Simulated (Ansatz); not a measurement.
Gas-phase electronic energies from Ansatz, PBE0-D4/def2-TZVP geometries. CCSD(T)/CBS adds triple-zeta CCSD(T) − MP2 to the extrapolated MP2 energy (def2 sets, frozen cores). This one scheme is used for every species. DFT in def2-TZVPP. B3LYP here is the variant with VWN-RPA as its local correlation; programs differ in this. For Ge outer-core shells are correlated without core-valence functions, which leaves a few kJ/mol of doubt a bond. Scalar relativity is left out up to krypton. One conformer a species, not always the lowest.

Consider the ligand exchange at the Si–S bond: `[CH3][AlH][S][SiH3]` + `[NH2][GeH2][OH]` → `[OH][GeH2][NH][SiH3]` + `[CH3][AlH][SH]`.

Problem. Is it downhill or uphill in electronic energy at CCSD(T)/CBS, and by how much? (Best estimate.)

Solution. Ansatz gave: Nearly level: ΔE = -0.02 eV.

Problem. What do these levels give: r2SCAN-D4, B3LYP-D4, PBE, r2SCAN, PBE0, HF/def2-TZVPP, CCSD(T)/def2-TZVPP, HF/def2-QZVPP, MP2/def2-QZVPP, HF/CBS(def2), MP2/CBS(def2), CCSD/CBS(def2)? (Best estimate.)

Solution. Ansatz gave: r2SCAN-D4 0.02, B3LYP-D4 -0.04, PBE 0.04, r2SCAN 0.02, PBE0 0.03, HF/def2-TZVPP -0.13, CCSD(T)/def2-TZVPP -0.06, HF/def2-QZVPP -0.13, MP2/def2-QZVPP -0.01, HF/CBS(def2) -0.14, MP2/CBS(def2) 0.01, CCSD/CBS(def2) -0.04 eV.

Largest T1 diagnostic among the species: 0.012.

In def2-TZVPP, CCSD(T) changes the Hartree–Fock value by +0.07 eV (the triples alone add +0.02 eV) and MP2 by +0.10 eV. The D4 term adds +0.04 eV with B3LYP and +0.02 eV with PBE0; it sums over pairs of atoms, weighted by their polarisabilities, and B3LYP, whose exchange is more repulsive, gets the larger term.
